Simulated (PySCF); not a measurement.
Electron correlation in Zn (zinc, neutral)

[Ar] 3d9 4s2 5s1, high-spin 3D determinant (an excited configuration). All numbers are calculated (PySCF 2.14, scalar relativity through the core potential, in aug-cc-pVDZ-PP with ECP10MDF (5s5p4d2f, 54 functions)). Frozen: 3s2 3p6; 12 electrons correlated.

```json
{"level": "CCSD", "correlation energy (mhartree)": "-351.65"}
{"level": "(T)", "correlation energy (mhartree)": "-7.94"}
{"level": "CCSD(T)", "correlation energy (mhartree)": "-359.59"}
```

Diagnostics: T1 = 0.0099, D1 = 0.0251, largest double amplitude 0.085.

Is a single reference adequate?

Mostly. T1 lies below 0.03, but a double amplitude of this size points to a near-degeneracy that CCSD handles and MP2 describes poorly.
